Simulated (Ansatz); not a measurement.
Coupled-cluster diagnostics for SiH(vinyl)3 (C₆H₁₀Si), Ansatz.

Geometry of the singlet (B3LYP-D4/def2-SVP):

```xyz
17

Si    0.064   -0.046   -0.052
H     1.075   -0.803   -0.850
C    -1.486   -1.091    0.124
C    -1.616   -2.326   -0.379
H    -2.340   -0.669    0.672
H    -0.807   -2.811   -0.937
H    -2.534   -2.914   -0.260
C    -0.345    1.556   -0.939
C     0.191    1.920   -2.112
H    -1.067    2.242   -0.471
H     0.917    1.288   -2.637
H    -0.068    2.864   -2.607
C     0.776    0.328    1.644
C     2.006   -0.032    2.035
H     0.150    0.875    2.364
H     2.686   -0.580    1.372
H     2.396    0.200    3.033
```

Correlated methods freeze 11 core orbitals.

(1) Estimate the CCSD(T) correlation energy, the shares of MP2 and (T), T1 and the reference's ⟨S²⟩ for: charge 0, singlet, own geometry in def2-SVP; charge 1, doublet, vertical in def2-SVP; and the rough time on 4 threads of Intel Xeon on a shared host.

Answers

(1) 
```tsv
state	basis	correlation (eV)	MP2 share (%)	(T) share (%)	T1	⟨S²⟩ (pure)	wall time	remarks
charge 0, singlet, own geometry	def2-SVP	-27.431	88.2	3.7	0.012	0.00 (0.00)	60 s	restricted SCF unstable
charge 1, doublet, vertical	def2-SVP	-26.169	86.8	3.6	0.032	0.78 (0.75)	4.6 min	–
```
Customary marks for T1 are 0.02 (closed shells), 0.045 (open shells) and about 0.05 (3d metals). T1 exceeds 0.02 in 1 of 2 rows and 0.045 in 0; the higher it lies, the less the single-reference result can be trusted.
